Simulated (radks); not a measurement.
Task: Species: Mg II. Configuration: [Ne] 3s1. Method: scalar-relativistic Kohn-Sham, OLYP, spin-polarised, spherical densities, finite nucleus; open shells are filled with parallel spins first; Fermi nuclear charge, rms radius 3.057 fm; computed with a radial shooting solver on a logarithmic mesh with Libxc functionals. Some entries of the table are withheld. Estimate them.

orbital  occ.  eigenvalue (hartree)  r(max) (bohr)
1s up       1             -46.62898        0.08509
1s down     1             -46.62568        0.08509
2s up       1                   (1)         0.5465
2s down     1                   (2)         0.5467
2p up       3              -2.05513         0.4793
2p down     3              -2.05137         0.4796
3s up       1              -0.43034            (3)
3p up       0                   (4)          2.824

Result: 
(1) 2s up eigenvalue (hartree): -3.28587
(2) 2s down eigenvalue (hartree): -3.28162
(3) 3s up r(max) (bohr): 2.388
(4) 3p up eigenvalue (hartree): -0.26989
